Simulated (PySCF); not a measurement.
WF5, SMILES [F][W+]([F])([F])([F])[F], charge +1, multiplicity 1. Atoms are numbered in the order given.

```xyz
6

W      0.0000     0.0000     0.0000
F      0.0000     0.0000     1.8219
F      0.0000     0.0000    -1.8219
F     -1.7971     0.0000     0.0000
F      0.8985     1.5563     0.0000
F      0.8985    -1.5563     0.0000
```
Charge +1, spin multiplicity 1.

Coordinates come from a B3LYP-D3(BJ)/def2-SVP optimisation. The spin state was assumed, not searched. The isomer is the one that the SMILES or the coordinates give; other isomers of the formula were not compared. The def2 effective core potentials stand for the cores of W; spin–orbit coupling is left out.

Method: HF/def2-TZVP run with PySCF.

```yaml
total_energy: -563.65191 hartree
point_group: D3h
highest_occupied_level: -24.88 eV
lowest_empty_level: -7.90 eV
orbital_gap: 16.98 eV
dipole_moment_about_the_centre_of_nuclear_charge: 0.00 D
mean_static_polarisability: 30.8 bohr³ (4.57 Å³)
polarisability_principal_values: 29.5, 29.5, 33.6 bohr³
```
